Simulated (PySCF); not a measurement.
# Spinor energies of Hg³⁹⁺ (mercury, charge +39)

Start: [Kr] 4d5; 4d3/2 filled at m_j = -3/2, -1/2, +1/2, +3/2; 4d5/2 filled at m_j = +5/2. Calculated with PySCF 2.14 in an even-tempered Gaussian basis (16 s from 4.6 bohr⁻², ratio 2.8; 14 p from 5.9 bohr⁻², ratio 2.8; 9 d from 5.9 bohr⁻², ratio 2.8; 3 f from 24 bohr⁻², ratio 3): generalised Hartree-Fock with the X2C-1e Hamiltonian and a Gaussian nucleus; one run each with spin-orbit coupling (SO) switched off, then screened by Boettger's factors.

```tsv
spinor shell	electrons	ε, spin-free (eV)	ε, screened SO (eV)	weight of nominal j (screened SO)	rms radius, screened SO (bohr)
1s1/2	2	-85294.3	-85258.9	1.000	0.0187
2s1/2	2	-16694.6	-16682.3	1.000	0.0756
2p1/2	2	-14649.0	-16055.5	1.000	0.0640
2p3/2	4	-14649.0	-14097.5	1.000	0.0720
3s1/2	2	-5313.4	-5308.6	1.000	0.191
3p1/2	2	-4709.3	-5029.6	1.000	0.183
3p3/2	4	-4709.3	-4579.4	1.000	0.198
3d3/2	4	-4073.1	-4131.6	1.000	0.173
3d5/2	6	-4073.1	-4029.4	1.000	0.178
4s1/2	2	-2320.7	-2318.8	1.000	0.398
4p1/2	2	-2093.9	-2202.8	0.999	0.398
4p3/2	4	-2093.9	-2048.2	1.000	0.428
4d3/2	4	-1861.5	-1870.4	0.991	0.410
4d5/2	1	-1861.5	-1840.9	1.000	0.418
```

| quantity | spin-free | screened SO |
| --- | --- | --- |
| E (hartree) | -18677.76682 | -18711.40703 |
| M_J | 5/2 | 5/2 |
| ⟨J²⟩ | 8.750 | 8.753 |
| ⟨L²⟩ | 0.000 | 6.101 |
| ⟨S²⟩ | 8.750 | 2.982 |

Each row is a mean over spinors that exchange with the open shell spreads, by up to 18.909 eV (4p3/2).

Breit and QED terms are absent; they matter most for the inner s and p1/2 levels.

Densities and radii are taken from the X2C orbitals without a picture-change correction, which distorts them close to the nucleus.

Without spin-orbit coupling the j labels of p, d and f shells carry no meaning; the spin-free column gives the mean over the occupied spinors of each nl shell.
